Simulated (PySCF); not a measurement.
# C₆ coefficients of unlike pairs at PBE

Calculated with PySCF 2.14 from the dipole response of each species, C₆(A,B) = (3/π) ∫ α_A(iu) α_B(iu) du, in atomic units, from isotropic polarisabilities. For ions this is the dispersion term alone; charge-induced terms of lower order in 1/R come first.

```
species           configuration                                                                           basis     relativity  α (bohr³)  C₆ (like pair)
   Cd²⁺          [Kr] 4d10 (1S)  x2c-TZVPPall with one added diffuse shell each of s, p, d, f type (9s7p7d3f1g)  spin-free X2C      5.610           28.42
    Al⁺           [Ne] 3s2 (1S)                                                     aug-cc-pwCVQZ (10s9p7d5f3g)           none      24.32           123.5
     Li           [He] 2s1 (2S)                                                          def2-QZVPPD (6s4p2d1f)           none      142.4            1132
     Br  [Ar] 3d10 4s2 4p5 (2P)                                                           dyall-av2z (16s12p8d)           none      20.36           166.2
```

(1) Estimate C₆ for Br with Cd²⁺.

No spin-orbit coupling is included.

The other pairs:

| pair | C₆ |
| --- | --- |
| Br, Al⁺ | 136.0 |
| Li, Al⁺ | 306.9 |
| Br, Li | 286.9 |
| Li, Cd²⁺ | 85.39 |
| Al⁺, Cd²⁺ | 46.50 |

Answers

(1) The integral gives 62.99. The combination rule 2 C_A C_B / (C_A α_B/α_A + C_B α_A/α_B) gives 63.44 and the geometric mean 68.74.
